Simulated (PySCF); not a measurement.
## Electron correlation in Tc⁻ (technetium, charge -1)

[Kr] 4d6 5s2, high-spin 5D determinant. All numbers are calculated (PySCF 2.14, a scalar-relativistic core potential, in def2-TZVPPD with the def2 core potential (28 electrons) (6s4p3d2f1g, 56 functions)). Frozen: 4s2 4p6; 8 electrons correlated.

```json
{"level": "CCSD", "correlation energy (mhartree)": "-175.49"}
{"level": "(T)", "correlation energy (mhartree)": "-9.09"}
{"level": "CCSD(T)", "correlation energy (mhartree)": "-184.58"}
```

Diagnostics: T1 = 0.030, D1 = 0.1077, largest double amplitude 0.111.

Task: Is a single reference adequate?

Result: Mostly. T1 lies below 0.03, but a double amplitude of this size points to a near-degeneracy that CCSD handles and MP2 describes poorly.
